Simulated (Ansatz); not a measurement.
[Cu(NH2)2]- (CuN₂H₄⁻). Total charge -1; singlet. Geometry r2SCAN-D4/def2-TZVPD, basis def2-TZVPD, Ansatz.

Cartesian coordinates in Å:
```
Cu -0.090 -0.069 -0.050
N 0.666 0.022 -1.746
H 1.625 0.371 -1.704
H 0.180 0.704 -2.334
N -0.973 -0.257 1.575
H -0.613 0.402 2.268
H -0.796 -1.174 1.990
```

```csv
run,HOMO (eV),LUMO (eV)
A,-0.05,3.72
B,-1.63,4.47
C,-0.46,4.05
D,0.17,4.06
E,0.82,3.45
F,-2.84,5.39
```

HSE06 is defined as in plane-wave codes, on full-range PBE exchange.

Q: The runs used BHLYP, HSE06, PBE, PBE0, r2SCANh, ωB97X-V. Estimate which is which.

A: A HSE06 (range-separated); B BHLYP (50 % exact exchange); C PBE0 (25 % exact exchange); D r2SCANh (10 % exact exchange); E PBE (0 % exact exchange); F ωB97X-V (range-separated). Exact exchange lowers occupied and raises empty levels; among semilocal functionals meta-GGAs tend to open the gap a little, and such runs are hard to tell apart. The gap grows from 2.63 eV (PBE) to 8.23 eV (ωB97X-V). At r2SCANh-D4/def2-TZVPD, PBE-D4/def2-TZVPD the highest occupied level of the charge -1 singlet lies above zero (up to 0.82 eV). By energy differences its removal costs 2.35 eV (vertical, to the charge 0 doublet, at PBE0-D4/def2-TZVPD), and other spins of that charge weren't run.
